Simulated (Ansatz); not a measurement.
Conformers of `C=CN([SiH2]Cl)[SiH2]Cl`, each relaxed with PBE0-D4/def2-TZVP in Ansatz. CBS adds the triple-zeta coupled-cluster correction to the MP2 limit.

Not all of them had a frequency check.

Conformer A:

Z-matrix (Å, degrees):
```
Si
Cl 1 2.054
N 1 1.733 2 112.1
H 1 1.473 2 107.4 3 -122.4
H 1 1.479 2 107.3 3 116.3
C 3 1.404 1 118.2 2 97.5
Si 3 1.741 1 125.0 2 -75.5
C 6 1.331 3 126.5 1 -178.6
H 6 1.087 3 114.3 1 1.8
Cl 7 2.048 3 107.8 1 -2.4
H 7 1.479 3 110.7 1 115.9
H 7 1.479 3 110.9 1 -120.5
H 8 1.085 6 123.7 3 -0.0
H 8 1.081 6 119.6 3 -179.8
```

Conformer B:

Z-matrix (Å, degrees):
```
Si
Cl 1 2.054
N 1 1.732 2 112.1
H 1 1.477 2 107.7 3 -117.0
H 1 1.477 2 107.1 3 121.1
C 3 1.407 1 120.8 2 75.4
Si 3 1.730 1 120.9 2 -109.8
C 6 1.328 3 126.5 1 -13.1
H 6 1.088 3 114.3 1 166.9
Cl 7 2.056 3 111.7 1 -91.4
H 7 1.475 3 108.7 1 27.2
H 7 1.478 3 108.7 1 151.1
H 8 1.081 6 119.5 3 179.0
H 8 1.084 6 123.2 3 -1.7
```

Question: Which is lowest in electronic energy at CCSD(T)/CBS (frozen core, def2 sets), and by how much? (Estimate.)

Answer: Ansatz gave: B; A lies 7.0 kJ/mol higher.

Question: Give the energies relative to B (kJ/mol) with PBE-D4/def2-TZVPP, B3LYP-D4/def2-TZVPP, r2SCAN/def2-TZVPP, HF/def2-TZVPP, SCS-MP2/def2-TZVPP, MP2/def2-QZVPP, MP2/CBS(def2). (An estimate is asked.)

Answer: Ansatz gave: 
```json
{"level": "PBE-D4/def2-TZVPP", "A": "6.9"}
{"level": "B3LYP-D4/def2-TZVPP", "A": "7.3"}
{"level": "r2SCAN/def2-TZVPP", "A": "7.0"}
{"level": "HF/def2-TZVPP", "A": "10.0"}
{"level": "SCS-MP2/def2-TZVPP", "A": "7.5"}
{"level": "MP2/def2-QZVPP", "A": "6.4"}
{"level": "MP2/CBS(def2)", "A": "6.2"}
```

B3LYP here is the variant with VWN-RPA as its local correlation; programs differ in this.
